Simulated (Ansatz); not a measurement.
Au₄F₃, relaxed as a doublet with UKS PBE-D4/def2-SVP in Ansatz, starting from the GFN2-xTB geometry. Force threshold 0.02 eV/Å.

In the def2 sets Au takes a core potential; there is no spin–orbit coupling. The relaxation made no stability test and no search for a lower SCF solution. No other spin state of charge 0 was run. Another isomer (doublet) lies 0.07 eV lower at PBE0-D4/def2-TZVP; other spin states weren't run for this one.

Start:

```xyz
7

Au    1.837    1.377   -0.053
Au   -1.674    0.022   -0.438
Au    1.013   -1.079    0.632
Au   -1.250   -2.376    0.665
F    -0.067    1.498   -0.551
F    -3.487   -0.684   -0.681
F     3.629    1.241    0.425
```

```json
{"step": "1", "energy (eV)": "-22916.1222", "largest force component (eV/Å)": "1.471", "SCF passes": "27"}
{"step": "2", "energy (eV)": "-22916.2845", "largest force component (eV/Å)": "0.442", "SCF passes": "30"}
{"step": "3", "energy (eV)": "-22916.3762", "largest force component (eV/Å)": "0.280", "SCF passes": "29"}
{"step": "4", "energy (eV)": "-22916.4224", "largest force component (eV/Å)": "0.198", "SCF passes": "29"}
{"step": "5", "energy (eV)": "-22916.4434", "largest force component (eV/Å)": "0.164", "SCF passes": "29"}
{"step": "6", "energy (eV)": "-22916.4823", "largest force component (eV/Å)": "0.539", "SCF passes": "31"}
{"step": "7 (rejected)", "energy (eV)": "-22916.4640", "largest force component (eV/Å)": "0.444", "SCF passes": "30"}
{"step": "8", "energy (eV)": "-22916.5022", "largest force component (eV/Å)": "0.187", "SCF passes": "27"}
{"step": "9", "energy (eV)": "-22916.5052", "largest force component (eV/Å)": "0.033", "SCF passes": "24"}
{"step": "10", "energy (eV)": "-22916.5054", "largest force component (eV/Å)": "0.022", "SCF passes": "25"}
{"step": "11", "energy (eV)": "-22916.5055", "largest force component (eV/Å)": "0.003", "SCF passes": "25"}
```

Force components are those of the run's own axes.

End:

```xyz
7

Au    1.734    1.399   -0.094
Au   -1.504    0.389   -0.523
Au    0.721   -0.997    0.557
Au   -1.390   -2.576    0.625
F    -0.149    1.940   -0.769
F    -2.897   -1.053   -0.327
F     3.484    0.898    0.533
```

By distances, no bond broke or formed, bridged metal pairs apart. The bond that changes most is Au2–Au3, from 3.09 to 2.84 Å (atoms count from 1). Metal–metal contacts that move far: Au2–Au4 2.67 to 3.18 Å.

No frequencies were taken in this run, so the end may be a saddle point.

Hardware: 4 threads of Intel Xeon 6975P-C on a shared host. Wall time 21 s.
